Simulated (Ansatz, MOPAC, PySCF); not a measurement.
Interaction energy of F2Mg ··· H4OSi (SMILES [F][Mg][F] and O[SiH3]), singlet. Monomers: optimised at B3LYP-D3(BJ) (def2-TZVP), held rigid. Orientation: lowest of the rigid-body minima from ten starts at GFN2-xTB. The monomers approach along the line of their centres of mass (distance R); nothing else relaxes.

Methods: RKS-LDA (SVWN5)/6-31G* = restricted LDA (SVWN5)/6-31G*, spherical d, no counterpoise correction in PySCF 2.14.0; RHF/LANL2DZ = PySCF with restricted Hartree-Fock/LANL2DZ, with its core potentials past Ne, no counterpoise correction; PM3, restricted, heats of formation (MOPAC); CCSD(T)/aug-cc-pVDZ = CCSD(T) on RHF/aug-cc-pVDZ, frozen core, counterpoise-corrected in Ansatz (a program for electronic structure).

Interaction energies in kJ/mol; the last columns give the difference from CCSD(T):

```
R / Å  RKS-LDA (SVWN5)/6-31G*  RHF/LANL2DZ      PM3  CCSD(T)/aug-cc-pVDZ  RKS-LDA (SVWN5)/6-31G* − CCSD(T)/aug-cc-pVDZ  RHF/LANL2DZ − CCSD(T)/aug-cc-pVDZ  PM3 − CCSD(T)/aug-cc-pVDZ
-----  ----------------------  -----------  -------  -------------------  --------------------------------------------  ---------------------------------  -------------------------
2.84                   -99.78       -98.79  -113.24               -26.24                                        -73.54                             -72.55                     -87.00
3.05                  -119.48      -125.95   -76.99               -64.07                                        -55.41                             -61.89                     -12.92
3.29                  -106.48      -114.73   -69.72               -65.92                                        -40.56                             -48.81                      -3.81
3.42                   -94.74      -102.66   -74.92               -60.43                                        -34.31                             -42.22                     -14.48
3.77                   -64.15       -70.43     5.61               -41.97                                        -22.17                             -28.45                      47.59
4.04                   -46.07       -51.47    43.59               -30.08                                        -15.99                             -21.39                      73.67
4.57                   -23.65       -28.20    24.46               -15.38                                         -8.27                             -12.83                      39.83
5.25                   -10.32       -13.84     7.05                -6.95                                         -3.37                              -6.89                      14.00
6.27                    -3.19        -5.45     0.49                -2.55                                         -0.64                              -2.91                       3.04
7.52                    -0.74        -2.10    -0.58                -0.93                                          0.19                              -1.17                       0.35
```

RKS-LDA (SVWN5)/6-31G* is furthest from CCSD(T)/aug-cc-pVDZ at 2.84 (-73.54 kJ/mol, below); its mean absolute difference over the points is 25.45 kJ/mol.

RHF/LANL2DZ is furthest from CCSD(T)/aug-cc-pVDZ at 2.84 (-72.55 kJ/mol, below); its mean absolute difference over the points is 29.91 kJ/mol.

PM3 is furthest from CCSD(T)/aug-cc-pVDZ at 2.84 (-87.00 kJ/mol, below); its mean absolute difference over the points is 29.67 kJ/mol.
